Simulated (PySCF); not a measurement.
H₃Si₂, SMILES [SiH][SiH2] (connectivity only; charge and spin as stated), neutral, multiplicity 2. Atoms are numbered in the order given.

```xyz
5

Si     0.1016     1.2218     0.0000
Si     0.0003    -1.0358     0.0000
H     -1.4194     1.2228     0.0000
H     -1.2036    -1.9075     0.0000
H      1.1954    -1.9193     0.0000
```
Charge 0, spin multiplicity 2.

The structure is a stationary point at ωB97X-D3(BJ)/def2-TZVP. The isomer is the one that the SMILES or the coordinates give; other isomers of the formula were not compared.

Level of theory: B3LYP/pcH-1 in PySCF.

Unrestricted Kohn–Sham, ⟨S²⟩ = 0.753. Hyperfine tensors hold the contact and dipolar terms, without spin-orbit corrections.

Problem. Estimate the hyperfine couplings. (The exact figures need the calculation; the answer reports its results.)

Solution. 
```csv
nucleus,A(iso) (MHz),A(iso) (G),dipolar principal values (MHz)
29Si no. 1,-21.8,-7.8,"-71.1, 29.3, 41.8"
29Si no. 2,-75.0,-26.8,"-126.8, 62.5, 64.3"
1H no. 3,-13.4,-4.8,"-5.2, 0.4, 4.8"
1H no. 4,-22.8,-8.1,"-7.9, 1.4, 6.5"
1H no. 5,-26.4,-9.4,"-8.0, 1.4, 6.6"
```

Problem. And the g tensor (effective nuclear charges for spin-orbit coupling, GIAO)? (Estimate from the structure and the level; the computed values follow.)

Solution. principal values 2.0005, 2.0022, 2.0122; isotropic 2.0050.
